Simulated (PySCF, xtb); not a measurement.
C₂H₅FOSi₂, SMILES O=C1C[SiH2][Si@@H]1F.

Harmonic wavenumbers (cm⁻¹) from GFN2-xTB run with xtb at its own minimum, in rising order: 52, 122, 130, 324, 366, 372, 405, 462, 480, 503, 582, 621, 659, 698, 731, 782, 795, 964, 1009, 1160, 1423, 1765, 2224, 2232, 2314, 2966, 3001.

Problem. What does PBE-D3(BJ)/def2-SVP in PySCF give at its own minimum? (Estimate from the structure and the level; the computed values follow.)

Solution. 64, 119, 155, 289, 343, 379, 441, 501, 527, 571, 607, 662, 672, 744, 784, 856, 885, 941, 1011, 1054, 1312, 1762, 2158, 2169, 2189, 2955, 3063. Paired by order, the mean absolute difference is 45 cm⁻¹ and the zero-point energies are 38.8 and 38.9 kcal/mol.
